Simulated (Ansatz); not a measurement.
Spectroscopic constants of ZnS, closed-shell singlet (the spin of the measured ground state). No spin–orbit coupling. Zn is treated without relativity.

D_e counts from the fitted minimum to each atom's lowest state at the same level, without counterpoise. The singlet is restricted.

Correlated levels freeze the inner cores; with def2 sets outer-core shells near the valence are correlated too. CBS: X⁻³ extrapolation of the correlation energy, Hartree–Fock from the larger set.

Codes used: Ansatz (a first-principles code) with Gaussian orbitals. Values without a source in brackets are computed.

```
level                                bond energy D_e (eV)
-----------------------------------  --------------------
SVWN5/def2-TZVPP                                    2.300
r2SCAN/def2-TZVPP                                   1.612
B97M-V/def2-TZVPP                                   1.544
PBE0/def2-TZVPP                                     1.455
BHLYP/def2-TZVPP                                    0.967
CAM-B3LYP/def2-TZVPP                                1.162
CCSD/def2-TZVPP                                     1.031
CCSD(T)/def2-TZVPP                                      …
CCSD(T)/CBS(def2-TZVPP, def2-QZVPP)                 1.606
```

**Question.** Complete the blanks.

**Answer.** 
- CCSD(T)/def2-TZVPP, bond energy D_e (eV): 1.283

Doubts at one or more of the structures used: a restricted determinant that unrestricted orbitals would lower (CCSD/def2-TZVPP, CCSD(T)/def2-TZVPP, CCSD(T)/CBS(def2-TZVPP, def2-QZVPP)).
